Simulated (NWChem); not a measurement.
System: PbSiH₄, singlet; SMILES [SiH3][PbH]

Here is an NWChem input.

```
start job
memory heap 200 mb stack 900 mb global 1100 mb
geometry units angstroms noautoz
  Pb    -0.030673     0.514245     0.155513
  H      1.787305     0.434999    -0.204657
  Si    -0.025576    -2.223673     0.026297
  H      0.910135    -2.800296     1.049433
  H      0.449852    -2.690337    -1.319436
  H     -1.368783    -2.849923     0.258306
end
basis spherical
  * library def2-svp
end
ecp
  Pb library def2-ecp
end
dft
  xc bhlyp
  iterations 150
  mulliken
end
task dft energy
```

NWChem printed, in part:

```
             Northwest Computational Chemistry Package (NWChem) 7.3.0
             --------------------------------------------------------

 CS  symmetry detected

                             Geometry "geometry" -> ""
                             -------------------------

 Output coordinates in angstroms (scale by  1.889725989 to convert to a.u.)

  No.       Tag          Charge          X              Y              Z
 ---- ---------------- ---------- -------------- -------------- --------------
    1 Pb                  82.0000    -0.02014607     0.48364167     0.00000000
    2 H                    1.0000     1.83238295     0.38781592     0.00000000
    3 Si                  14.0000    -0.01468327    -2.25732310     0.00000000
    4 H                    1.0000     0.70406082    -2.78587037     1.20783619
    5 H                    1.0000     0.70406082    -2.78587037    -1.20783619
    6 H                    1.0000    -1.38296063    -2.87216871     0.00000000

 Effective nuclear repulsion energy (a.u.)     299.5575480331

      Symmetry information
      --------------------

 Group name             Cs
 Group number              2
 Group order               2
 No. of unique centers     5

                                 NWChem DFT Module
                                 -----------------

 Summary of "ao basis" -> "ao basis" (spherical)
 ------------------------------------------------------------------------------
       Tag                 Description            Shells   Functions and Types
 ---------------- ------------------------------  ------  ---------------------
 Pb                         def2-svp                10       26   4s4p2d
 H                          def2-svp                 3        5   2s1p
 Si                         def2-svp                 8       18   4s3p1d

      Symmetry analysis of basis
      --------------------------

        a'         44
        a"         20

            General Information
            -------------------
          SCF calculation type: DFT
          Wavefunction type:  closed shell.
          No. of atoms     :     6
          No. of electrons :    40
           Alpha electrons :    20
            Beta electrons :    20
          Charge           :     0
          Spin multiplicity:     1
          Use of symmetry is: on ; symmetry adaption is: on
          Maximum number of iterations: 150
          AO basis - number of functions:    64
                     number of shells:    30
          Convergence on energy requested:  1.00D-06
          Convergence on density requested:  1.00D-05
          Convergence on gradient requested:  5.00D-04

              XC Information
              --------------
                        BHLYP Method XC Functional
                     Hartree-Fock (Exact) Exchange  0.500
                        Slater Exchange Functional  0.500 local
                    Becke 1988 Exchange Functional  0.500 non-local
              Lee-Yang-Parr Correlation Functional  1.000

             Grid Information
             ----------------
          Grid used for XC integration:  medium
          Radial quadrature: Mura-Knowles
          Angular quadrature: Lebedev.
          Tag              B.-S. Rad. Rad. Pts. Rad. Cut. Ang. Pts.
          ---              ---------- --------- --------- ---------
          Pb                  1.80      123          10.0       590
          H                   0.35       45          12.0       434
          Si                  1.10       88          11.0       590
          Grid pruning is: on
          Number of quadrature shells:   346
          Spatial weights used:  Erf1

      Superposition of Atomic Density Guess
      -------------------------------------

 Sum of atomic energies:        -510.09575364

      Non-variational initial energy
      ------------------------------

 Total energy =    -482.731138
 1-e energy   =    -924.934503
 2-e energy   =     348.538030
 HOMO         =      -0.212089
 LUMO         =      -0.077792

      Symmetry analysis of molecular orbitals - initial
      -------------------------------------------------

  Numbering of irreducible representations:

     1 a'          2 a"

  Orbital symmetries:

     1 a'          2 a'          3 a'          4 a'          5 a"
     6 a'          7 a'          8 a'          9 a"         10 a'
    11 a'         12 a'         13 a"         14 a"         15 a'
    16 a'         17 a'         18 a"         19 a'         20 a'
    21 a"         22 a'         23 a'         24 a'         25 a"
    26 a'         27 a'         28 a'         29 a'         30 a"

     ---------------------------------------------
      Total Density - Mulliken Population Analysis
     ---------------------------------------------

    Atom       Charge   Shell Charges
 -----------   ------   -------------------------------------------------------
    1 Pb  22    21.45   2.99 -0.95  1.17  0.70  3.36  2.63  0.84  0.67  9.73  0.30
    2 H    1     1.26   0.68  0.57  0.01
    3 Si  14    14.07   2.00  1.99  1.06  0.35  5.94  1.17  1.49  0.08
    4 H    1     1.07   0.69  0.37  0.01
    5 H    1     1.07   0.69  0.37  0.01
    6 H    1     1.08   0.70  0.37  0.01

   convergence    iter        energy       DeltaE   RMS-Dens  Diis-err
 ---------------- ----- ----------------- --------- --------- ---------
 d= 0,ls=0.0,diis     1   -484.4915668221 -5.78D+02  1.22D-02  8.19D-02
 d= 0,ls=0.0,diis     2   -484.5098291399 -1.83D-02  3.01D-03  1.11D-02
 d= 0,ls=0.0,diis     3   -484.5117506718 -1.92D-03  9.09D-04  1.48D-03
 d= 0,ls=0.0,diis     4   -484.5119853698 -2.35D-04  1.15D-04  1.37D-05
 d= 0,ls=0.0,diis     5   -484.5119890950 -3.73D-06  3.86D-05  2.19D-06
 d= 0,ls=0.0,diis     6   -484.5119896436 -5.49D-07  9.90D-06  1.24D-07

[...]
```

Level: BHandHLYP/def2-SVP with def2 effective core potentials on Pb. Low-valent species are run as closed-shell singlets; no triplet was tried in these runs. The geometry was optimised at PBE0/def2-SVP. def2 effective core potentials on Pb; no spin-orbit coupling.
